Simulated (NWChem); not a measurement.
# C3H7NO; SMILES C(/CO)=N/C

```xyz
12

C     -0.5302     2.0197     0.1208
N      0.7001     1.2937    -0.0306
C      0.7134     0.0333    -0.1397
C     -0.4307    -0.9565    -0.1305
O      0.0113    -2.2606     0.1200
H     -0.7058     2.6116    -0.7934
H     -1.4382     1.4171     0.3102
H     -0.4199     2.7516     0.9370
H      1.6957    -0.4539    -0.2825
H     -1.2241    -0.6393     0.5748
H     -0.8987    -0.9689    -1.1306
H      0.3979    -2.2815     1.0016
```
Atoms are numbered in this order, from 1.

The geometry was optimised at PBE0/def2-SVP.

**Question.** Give the principal values of the shielding tensors (ppm) of C1, N2, C3, C4, O5 from PBE0/pcSseg-1, GIAO (NWChem), with their diamagnetic and paramagnetic parts as GIAO splits them.

**Answer.** 
| atom | σ11 | σ22 | σ33 | isotropic | diamagnetic | paramagnetic |
|---|---|---|---|---|---|---|
| C1 | 120.3 | 134.5 | 174.0 | 143.0 | 248.6 | -105.7 |
| N2 | -493.4 | -130.4 | 272.2 | -117.2 | 328.5 | -445.7 |
| C3 | -91.7 | 29.7 | 91.7 | 9.9 | 252.6 | -242.7 |
| C4 | 107.5 | 110.5 | 151.5 | 123.2 | 246.2 | -123.0 |
| O5 | 292.5 | 302.7 | 349.7 | 315.0 | 388.4 | -73.5 |
